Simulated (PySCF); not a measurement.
# How the method changes the constants of KSe

State: ²Π (doublet), unpaired electrons π ↑. Set-up: K x2c-SVPall, Se x2c-SVPall; spin-free X2C with a Gaussian nucleus (PySCF 2.14). De refers to K + Se in their high-spin ground configurations, without counterpoise correction. The functionals are run spin-unrestricted. A positive dipole means K(−)Se(+).

| Level | Re (Å) | ωe (cm⁻¹) | De (eV) | μ (D) |
| --- | --- | --- | --- | --- |
| UHF | 3.019 | 194 | 1.38 | -11.12 |
| UHF-MP2 | 2.988 | 196 | 1.99 | n/a |
| UHF-SCS-MP2 | 2.996 | 194 | 1.97 | n/a |
| UHF-CCSD | 2.995 | 194 | 1.92 | n/a |
| UHF-CCSD(T) | 2.996 | 193 | 1.95 | n/a |
| LDA | 2.899 | 205 | 2.69 | -8.82 |
| PBE | 2.966 | 191 | 2.36 | -9.03 |
| PBEsol | 2.936 | 197 | 2.49 | -9.12 |
| r²SCAN | 2.968 | 197 | 2.43 | -10.06 |
| PBE0 | 2.952 | 198 | 2.33 | -9.85 |
| LC-ωPBE | 2.938 | 204 | 2.38 | -10.61 |
| B2PLYP | 2.972 | 196 | 2.20 | -10.21 |

The bond length runs from 2.899 Å (LDA) to 3.019 Å (UHF). De spans 1.38 eV (UHF, mean field) to 2.69 eV (LDA, local density). Correlation at CCSD(T) changes the Hartree–Fock bond energy by +0.57 eV; the triples alone change it by +0.03 eV.

Correlated steps freeze 14 core orbitals. Correlated levels converge slowly with the basis: in double zeta they bind strong bonds too weakly, by up to about 1 eV, and carry superposition errors of some tenths. Spin–orbit coupling is left out. Counting both spins, an empty level lies below a filled one in some of these solutions, because spin and occupation are held. B2PLYP dipoles, levels and charges come from its SCF part alone. The state was picked by a PBE0 search and need not be the measured ground state.

The whole job (state search and all levels along the bond) took about 3.6 min on 1 thread of Arm Neoverse V1 (shared host), peak memory 0.76 GiB.
